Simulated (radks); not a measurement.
The hafnium ion Hf39+, 33 electrons, occupied as [Ar] 3d10 4s2 4p3.

Method: scalar-relativistic Kohn-Sham, BLYP, spin-polarised, spherical densities, finite nucleus; open shells are filled with parallel spins first (spin-orbit coupling, left out, can overturn this in heavy ions); Fermi nuclear charge, rms radius 5.347 fm; computed with a radial shooting solver on a logarithmic mesh with Libxc functionals.

Energy parts (hartree):
part                       energy
total                 -14133.7979
kinetic                15568.2924
electron-nucleus      -32506.6116
Hartree                 3045.6741
exchange-correlation    -241.1528

Orbitals (lengths in bohr, moments of r in powers of bohr; r(max) is where P^2 peaks; r(90%) holds 90 % of the orbital's charge):
| orbital | occ. | eigenvalue (hartree) | <r> | r(max) | r(90%) |
|---|---|---|---|---|---|
| 1s up | 1 | -2463.890 | 0.01899 | 0.01190 | 0.0345 |
| 1s down | 1 | -2463.785 | 0.01899 | 0.01190 | 0.0345 |
| 2s up | 1 | -474.8382 | 0.08029 | 0.06803 | 0.124 |
| 2s down | 1 | -474.7810 | 0.08028 | 0.06803 | 0.124 |
| 2p up | 3 | -425.0436 | 0.07161 | 0.05562 | 0.117 |
| 2p down | 3 | -424.9542 | 0.07162 | 0.05563 | 0.117 |
| 3s up | 1 | -155.4059 | 0.2058 | 0.1908 | 0.301 |
| 3s down | 1 | -155.3079 | 0.2058 | 0.1908 | 0.301 |
| 3p up | 3 | -140.4764 | 0.2049 | 0.1880 | 0.305 |
| 3p down | 3 | -140.3654 | 0.2048 | 0.1881 | 0.305 |
| 3d up | 5 | -123.2720 | 0.1847 | 0.1526 | 0.285 |
| 3d down | 5 | -123.1686 | 0.1846 | 0.1526 | 0.285 |
| 4s up | 1 | -73.08807 | 0.4147 | 0.4083 | 0.585 |
| 4s down | 1 | -72.57478 | 0.4147 | 0.4077 | 0.586 |
| 4p up | 3 | -67.47508 | 0.4251 | 0.4189 | 0.605 |
| 4p down | 0 | -66.96453 | 0.4254 | 0.4183 | 0.606 |

The highest occupied level is 4p up at -1836.1 eV. The electron density at the nucleus is 1.285e+06 e/bohr^3 (large components only). The spin density at the nucleus is -36.14 e/bohr^3 (1s -31.00, 2s 7.27, 3s 2.10, 4s -14.51). Spin moment in Bohr magnetons: 3.
